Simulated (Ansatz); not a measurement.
Ca2F5⁻, relaxed as a singlet with RKS PBE0-D4/def2-SVPD in Ansatz, starting from the GFN2-xTB geometry. Force threshold 0.02 eV/Å.

Another isomer (singlet) lies 0.70 eV lower at PBE0-D4/def2-TZVPD; other spin states weren't run for this one.

Start:

```xyz
7

Ca   -1.2046   -0.7459    0.3226
Ca    1.5916    0.8761   -0.3230
F     0.0602    1.5507    0.6363
F     2.9979    1.8937   -1.1134
F    -2.8732   -0.8874   -0.5989
F     0.7255   -0.8259   -0.7924
F    -1.2975   -1.8613    1.8689
```

Task: Estimate the energy that the relaxation releases and the steps that it takes.

Result: 1.17 eV, in 6 steps; 25 s on 4 threads of Arm Neoverse V1 on a shared host. No frequencies were taken in this run, so the end may be a saddle point.

Task: Does the start keep its bonding?

Result: By distances, no bond broke or formed. The bond that changes most is Ca1–F3, from 2.64 to 2.30 Å (atoms count from 1).

Task: Predict the relaxed structure.

Result: 
```xyz
7

Ca   -1.2320   -0.7532    0.3877
Ca    1.5419    0.9453   -0.4826
F    -0.2208    1.2926    0.6334
F     3.2170    1.9871   -1.0408
F    -2.9364   -0.6637   -0.7960
F     0.6933   -0.9570   -0.8446
F    -1.0629   -1.8512    2.1429
```
Bond lengths (bridged metal pairs left out): 7 × Ca–F 2.05 to 2.30 Å.
